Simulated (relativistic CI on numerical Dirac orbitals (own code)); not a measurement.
# Line list: Forbidden lines, I²⁸⁺

Method of calculation: Dirac-Coulomb-Breit CI, orbitals from a KLI potential per configuration, model QED, unscaled Slater integrals (own radial code, finite nucleus).

Configuration list (outside the closed core [Ne]): 3s²3p⁶3d⁷, 3s²3p⁵3d⁸, 3s²3p⁴3d⁹, 3s3p⁶3d⁸, 3p⁶3d⁹, 3s3p⁵3d⁹, 3s²3p⁶3d⁶4s, 3s²3p⁶3d⁶4p, 3s²3p⁶3d⁶4d, 3s²3p⁴3d⁸4s, 3s²3p⁶3d⁶4f, 3s²3p⁵3d⁷4s, 3s²3p⁴3d⁸4p, 3s²3p⁵3d⁷4p, 3s²3p⁶3d⁵4s², 3s3p⁶3d⁷4s. Levels of other configurations are missing.

```tsv
λ vac (nm)	Lower	Upper	Type	A (s⁻¹)	E lower (eV)	E upper (eV)
30.104	3s²3p⁶3d⁷ ²P3/2 [2]	3s²3p⁶3d⁷ ²D3/2 [18]	M1	2.03e+03	7.7929	48.9786
35.476	3s²3p⁶3d⁷ ⁴F3/2 [5]	3s²3p⁶3d⁷ ²D5/2 [19]	M1	2.82e+03	16.4917	51.4400
36.623	3s²3p⁶3d⁷ ⁴P5/2 [7]	3s²3p⁶3d⁷ ²D5/2 [19]	M1	2.12e+04	17.5855	51.4400
37.041	3s²3p⁶3d⁷ ⁴F9/2 [1]	3s²3p⁶3d⁷ ²H9/2 [15]	M1	5.81e+02	0.0000	33.4722
39.494	3s²3p⁶3d⁷ ⁴P5/2 [7]	3s²3p⁶3d⁷ ²D3/2 [18]	M1	6.39e+03	17.5855	48.9786
41.132	3s²3p⁶3d⁷ ²P3/2 [2]	3s²3p⁶3d⁷ ²D3/2 [17]	M1	3.81e+03	7.7929	37.9359
43.811	3s²3p⁶3d⁷ ²D5/2 [3]	3s²3p⁶3d⁷ ²D3/2 [17]	M1	1.05e+04	9.6358	37.9359
44.655	3s²3p⁶3d⁷ ²G7/2 [10]	3s²3p⁶3d⁷ ²D5/2 [19]	M1	4.70e+03	23.6752	51.4400
46.528	3s²3p⁶3d⁷ ⁴F7/2 [4]	3s²3p⁶3d⁷ ²F7/2 [16]	M1	7.56e+03	10.9068	37.5542
52.369	3s²3p⁶3d⁷ ⁴F9/2 [1]	3s²3p⁶3d⁷ ²G7/2 [10]	M1	2.35e+03	0.0000	23.6752
55.378	3s²3p⁶3d⁷ ⁴P3/2 [12]	3s²3p⁶3d⁷ ²D5/2 [19]	M1	4.31e+03	29.0511	51.4400
55.885	3s²3p⁶3d⁷ ²P3/2 [2]	3s²3p⁶3d⁷ ²F5/2 [13]	M1	1.31e+03	7.7929	29.9785
55.965	3s²3p⁶3d⁷ ⁴F9/2 [1]	3s²3p⁶3d⁷ ²H11/2 [9]	M1	1.26e+03	0.0000	22.1537
57.771	3s²3p⁶3d⁷ ²F5/2 [13]	3s²3p⁶3d⁷ ²D5/2 [19]	M1	1.78e+04	29.9785	51.4400
60.268	3s²3p⁶3d⁷ ²D5/2 [11]	3s²3p⁶3d⁷ ²D3/2 [18]	M1	5.13e+04	28.4065	48.9786
60.619	3s²3p⁶3d⁷ ²G9/2 [6]	3s²3p⁶3d⁷ ²F7/2 [16]	M1	1.18e+04	17.1010	37.5542
60.948	3s²3p⁶3d⁷ ²D5/2 [3]	3s²3p⁶3d⁷ ²F5/2 [13]	M1	5.73e+03	9.6358	29.9785
62.218	3s²3p⁶3d⁷ ⁴P3/2 [12]	3s²3p⁶3d⁷ ²D3/2 [18]	M1	2.86e+04	29.0511	48.9786
65.009	3s²3p⁶3d⁷ ⁴F7/2 [4]	3s²3p⁶3d⁷ ²F5/2 [13]	M1	1.46e+03	10.9068	29.9785
70.849	3s²3p⁶3d⁷ ⁴F7/2 [4]	3s²3p⁶3d⁷ ²D5/2 [11]	M1	4.80e+04	10.9068	28.4065
72.501	3s²3p⁶3d⁷ ⁴F9/2 [1]	3s²3p⁶3d⁷ ²G9/2 [6]	M1	1.83e+04	0.0000	17.1010
75.733	3s²3p⁶3d⁷ ²G9/2 [6]	3s²3p⁶3d⁷ ²H9/2 [15]	M1	1.71e+04	17.1010	33.4722
76.173	3s²3p⁶3d⁷ ²P1/2 [14]	3s²3p⁶3d⁷ ²D3/2 [18]	M1	4.10e+03	32.7019	48.9786
76.485	3s²3p⁶3d⁷ ⁴F3/2 [5]	3s²3p⁶3d⁷ ²P1/2 [14]	M1	5.46e+03	16.4917	32.7019
88.312	3s²3p⁶3d⁷ ²D5/2 [3]	3s²3p⁶3d⁷ ²G7/2 [10]	M1	1.62e+03	9.6358	23.6752
89.332	3s²3p⁶3d⁷ ²G7/2 [10]	3s²3p⁶3d⁷ ²F7/2 [16]	M1	4.94e+03	23.6752	37.5542
91.812	3s²3p⁶3d⁷ ²D3/2 [17]	3s²3p⁶3d⁷ ²D5/2 [19]	M1	5.21e+03	37.9359	51.4400
91.930	3s²3p⁶3d⁷ ⁴F3/2 [5]	3s²3p⁶3d⁷ ²F5/2 [13]	M1	1.44e+03	16.4917	29.9785
94.989	3s²3p⁶3d⁷ ⁴P1/2 [8]	3s²3p⁶3d⁷ ²P1/2 [14]	M1	2.30e+04	19.6494	32.7019
97.102	3s²3p⁶3d⁷ ⁴F7/2 [4]	3s²3p⁶3d⁷ ²G7/2 [10]	M1	2.34e+03	10.9068	23.6752
98.718	3s²3p⁶3d⁷ ⁴F3/2 [5]	3s²3p⁶3d⁷ ⁴P3/2 [12]	M1	1.83e+04	16.4917	29.0511
104.06	3s²3p⁶3d⁷ ⁴F3/2 [5]	3s²3p⁶3d⁷ ²D5/2 [11]	M1	4.50e+03	16.4917	28.4065
104.57	3s²3p⁶3d⁷ ²P3/2 [2]	3s²3p⁶3d⁷ ⁴P1/2 [8]	M1	1.46e+04	7.7929	19.6494
108.14	3s²3p⁶3d⁷ ⁴P5/2 [7]	3s²3p⁶3d⁷ ⁴P3/2 [12]	M1	1.79e+04	17.5855	29.0511
109.54	3s²3p⁶3d⁷ ²H11/2 [9]	3s²3p⁶3d⁷ ²H9/2 [15]	M1	7.66e+03	22.1537	33.4722
113.68	3s²3p⁶3d⁷ ⁴F9/2 [1]	3s²3p⁶3d⁷ ⁴F7/2 [4]	M1	1.96e+04	0.0000	10.9068
114.58	3s²3p⁶3d⁷ ⁴P5/2 [7]	3s²3p⁶3d⁷ ²D5/2 [11]	M1	3.54e+03	17.5855	28.4065
126.55	3s²3p⁶3d⁷ ²G7/2 [10]	3s²3p⁶3d⁷ ²H9/2 [15]	M1	1.54e+03	23.6752	33.4722
126.61	3s²3p⁶3d⁷ ²P3/2 [2]	3s²3p⁶3d⁷ ⁴P5/2 [7]	M1	3.83e+03	7.7929	17.5855
142.53	3s²3p⁶3d⁷ ²P3/2 [2]	3s²3p⁶3d⁷ ⁴F3/2 [5]	M1	5.73e+03	7.7929	16.4917
155.96	3s²3p⁶3d⁷ ²D5/2 [3]	3s²3p⁶3d⁷ ⁴P5/2 [7]	M1	2.50e+03	9.6358	17.5855
163.66	3s²3p⁶3d⁷ ²F5/2 [13]	3s²3p⁶3d⁷ ²F7/2 [16]	M1	1.88e+03	29.9785	37.5542
180.84	3s²3p⁶3d⁷ ²D5/2 [3]	3s²3p⁶3d⁷ ⁴F3/2 [5]	M1	5.14e+03	9.6358	16.4917
185.64	3s²3p⁶3d⁷ ⁴F7/2 [4]	3s²3p⁶3d⁷ ⁴P5/2 [7]	M1	2.54e+03	10.9068	17.5855
188.59	3s²3p⁶3d⁷ ²G9/2 [6]	3s²3p⁶3d⁷ ²G7/2 [10]	M1	1.23e+03	17.1010	23.6752
```

Terms are leading LS components. Brackets give the number of a level in order of energy, since labels repeat. The list gives strong lines, with weight on those to low levels, among the lowest 200 of 2750 levels, so that lines to higher ones, which can be the strongest, are missing. Levels whose partners in the same complex of configurations lie outside the list can be far off, and so can their lines. Rates are taken at the computed energies, electric ones in the length gauge.

At this charge energies of transitions that change n are usually good to better than 1 %, and those within a shell (Δn = 0) to a few per cent. Terms inside the open d or f shell come out 10 to 20 % too wide with unscaled integrals.

LS names give the leading component of a level, which can be under half, so a name can repeat, a term be missing and a line seem to break the LS rules.
